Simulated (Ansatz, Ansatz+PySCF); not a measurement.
```yaml
atoms:
  - { symbol: C, position_ang: [-0.0017, 0.0357, -0.6056] }
  - { symbol: O, position_ang: [0.1217, 0.0767, 0.6675] }
  - { symbol: H, position_ang: [-0.0439, -0.9993, -1.0744] }
  - { symbol: H, position_ang: [-0.0418, 0.8083, -1.1309] }
```

Basis set: def2-SVP (spherical functions). Frozen core: 2 orbitals. Charge 0, multiplicity 1.

Computed with Ansatz (development build ahead of 0.2.0); each method stands on the lowest determinant of its kind that the runs found. Restricted open shells among the atoms or ions are ROHF, correlated in semicanonical orbitals with singles.

(1) Give the atomization energy at this shape (free ground-state atoms in the same class of orbitals less the molecule, no zero-point energy) of singlet CH₂O by RHF-MP2, RHF.

Answers

(1)

| method | atomization energy |
| --- | --- |
| RHF-MP2 | 14.88 eV |
| RHF | 10.46 eV |

Caution: no unrestricted run beside it, a lower state can exist; the shape is not the minimum.
